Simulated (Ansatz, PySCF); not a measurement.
Gas-phase reaction in SMILES: O[SiH2]O [dihydroxysilane] + [SiH4] (SiH4) -> 2 O[SiH3] [hydroxysilane]
Each molecule is optimised on its own at B3LYP-D3(BJ)/def2-TZVP (Ansatz, a first-principles code), one conformer each, not searched for the lowest.
Geometry of the first species:
SMILES: O[SiH2]O
```xyz
7

Si    -0.2925    -0.2931     0.1712
O     -0.7095     1.2473    -0.2304
O      1.2327    -0.7182    -0.2769
H     -1.1896    -1.1614    -0.6019
H     -0.4295    -0.4631     1.6397
H     -0.4451     1.9714     0.3410
H      1.9733    -0.4760     0.2832
```

Wanted: bond separation energy (enthalpy at 298 K, with B3LYP-D3(BJ) rigid-rotor harmonic-oscillator terms from PySCF), in kJ/mol. Cores are frozen in the correlated levels unless marked. Spin-orbit coupling is left out. No relativistic terms. CBS marks a two-point X^-3 extrapolation of the correlation energy; Hartree-Fock from the larger set.

| level | program | bond separation energy (kJ/mol) |
|---|---|---|
| HF/cc-pV(D+d)Z | Ansatz | 24.2 |
| HF/cc-pVTZ | Ansatz | 23.7 |
| PBE0-D4/def2-TZVPD | Ansatz + dftd4 | 28.6 |
| PBE0/def2-QZVPP | Ansatz | 28.1 |
| r2SCAN0-D4/def2-TZVPD | Ansatz + dftd4 | 29.0 |
| CAM-B3LYP/def2-TZVPD | Ansatz | 27.6 |
| wB97X-V/def2-TZVPD | Ansatz | 27.4 |

### Question
What does CCSD(T)/CBS(cc-pV(T+d)Z,cc-pV(Q+d)Z) (Ansatz) give?

### Answer
28.2 kJ/mol
